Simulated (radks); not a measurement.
The numbers below are computed, except where a source is named.
K XI, 9 electrons, occupied as [He] 2s2 2p5. Code: a radial shooting solver on a logarithmic mesh with Libxc functionals. Model: scalar-relativistic Kohn-Sham, LDA (Slater exchange, Perdew-Wang correlation), spin-polarised, spherical densities, finite nucleus; open shells are filled with parallel spins first; Fermi nuclear charge, rms radius 3.4349 fm.

Radial electron density D(r) = 4 pi r^2 rho(r):

```
   r/bohr * D(r) (the largest magnitude, 22, reaches the edge; | marks zero)
 0.007075 |     *
 0.007788 |      *
 0.008573 |       *
 0.009513 |        *
  0.01047 |          *
  0.01153 |            *
  0.01269 |              *
  0.01408 |                *
   0.0155 |                  *
  0.01706 |                     *
  0.01878 |                        *
  0.02083 |                            *
  0.02293 |                               *
  0.02525 |                                  *
  0.02779 |                                      *
  0.03083 |                                          *
  0.03394 |                                             *
  0.03736 |                                                *
  0.04146 |                                                   *
  0.04563 |                                                    *
  0.05023 |                                                      *
  0.05529 |                                                      *
  0.06135 |                                                     *
  0.06753 |                                                    *
  0.07434 |                                                  *
  0.08183 |                                               *
   0.0908 |                                            *
  0.09995 |                                         *
     0.11 |                                      *
   0.1221 |                                    *
   0.1344 |                                   *
   0.1479 |                                   *
   0.1628 |                                    *
   0.1807 |                                       *
   0.1989 |                                          *
   0.2189 |                                             *
    0.241 |                                               *
   0.2674 |                                                *
   0.2943 |                                                *
    0.324 |                                             *
   0.3566 |                                         *
   0.3957 |                                   *
   0.4356 |                             *
   0.4794 |                      *
    0.532 |                *
   0.5856 |          *
   0.6446 |      *
   0.7096 |   *
   0.7873 | *
   0.8667 |*
    0.954 *
     1.05 *
    1.165 *
    1.283 *
```

D(r) has 2 maxima, at r = 0.0549, 0.272 bohr, and minima at 0.139 bohr, inside which lie 2.21 electrons.
